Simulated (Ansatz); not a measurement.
```xyz
6

O     1.2905    0.6135   -0.1887
Ge   -0.3306   -0.0035   -0.0445
F    -0.6271   -1.1398   -1.2952
Cl   -0.6360   -1.0368    1.7763
Cl   -1.6593    1.6047   -0.2822
H     1.9625   -0.0380    0.0343
```

The species carries charge 0 and has multiplicity 1.

List the r2SCAN/def2-TZVPP orbital energies in eV (Ansatz 0.2.0). (Estimate.)

Ansatz gave: Occupied: -10836.99, -2754.19, -2754.16, -1351.89, -1201.96, -1201.94, -1201.92, -666.38, -516.96, -255.57, -255.53, -194.13, -194.09, -193.95, -193.95, -193.92, -193.92, -170.26, -119.99, -119.96, -119.91, -33.72, -33.37, -33.29, -33.18, -33.16, -30.67, -27.06, -22.41, -21.86, -15.26, -13.25, -11.86, -11.60, -10.86, -10.26, -9.87, -9.29, -9.19, -8.90, -8.76, -8.67. Lowest empty: -2.20, 0.15, 0.44, 0.93, 1.96, 4.27, 4.90, 5.37.
